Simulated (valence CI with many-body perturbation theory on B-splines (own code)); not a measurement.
Values are calculated unless marked as measured or tabulated.
## Pd¹⁵⁺: what the settings do

Level of theory: valence CI with perturbative core correlation (CI+MBPT): three valence electrons over a frozen Dirac-Fock core [Ar] 3d10, radial functions for each j: 6 s, 6 p, 5 d, 3 f, 1 g, with the one-electron correlation potential Σ1, the two-electron term Σ2, the three-electron term Σ3, Breit, model QED; selected CI, second order for the rest, scaled by the run's own slope (own B-spline code, finite nucleus).

No measured spectrum was set against this ion. As an estimate, levels hold to about 250 cm⁻¹ or 0.2 % of their energy and the worst to 1 %, as in measured heavy ions of charge 2 to 7; those with d or f electrons hold less well.

The reference run has the lowest level 4s²4p ²P°_1/2 and an ionisation energy of 369.892 eV. Its largest variational space holds 3111 state functions.

Names give the largest LS component (configuration and term), which can be under half, so a name can repeat, a term be missing and a line seem to break the LS rules; names also repeat where a configuration has a term twice. Letters in brackets count levels of one name in rising energy.

Changed runs:
A. scale of Σ1 1 → 0
B. Davidson tolerance 2e-05 → 0.001
C. correlating orbitals by l 3 3 3 2 1 → 4 4 3 0 0
D. start configuration 4s2 4p1 → 4s2 4p2 (bad on purpose)

Excitation energies of the reference run in cm⁻¹, and shifts in cm⁻¹:

```csv
Level,Reference,A,B,C
4s²4p ²P°_3/2,52578,-607,0,-11
4s4p² ⁴P_1/2,261641,-556,0,-285
4s4p² ⁴P_3/2,290181,-969,0,-373
4s4p² ⁴P_5/2,310117,-1104,0,-272
4s4p² ²D_3/2,355045,-1120,0,+173
4s4p² ²D_5/2,372698,-1467,0,+55
4s4p² ²P_1/2,390478,-1009,0,+497
4s4p² ²S_1/2,442622,-1615,0,+592
4s4p² ²P_3/2,450288,-1608,0,+415
4s²4d ²D_3/2,564310,-1335,0,+828
4s²4d ²D_5/2,572982,-1473,0,+812
4p³ ⁴S°_3/2 [a],649985,-1520,0,-45
Ionisation energy (eV),369.892,-1.287,0,-0.044
```

No effect on these energies: B.

Run D: It gave no result: the electrons of core and valence do not add up to the charge. The program said: "core and valence hold 32 electrons, the ion has 31".
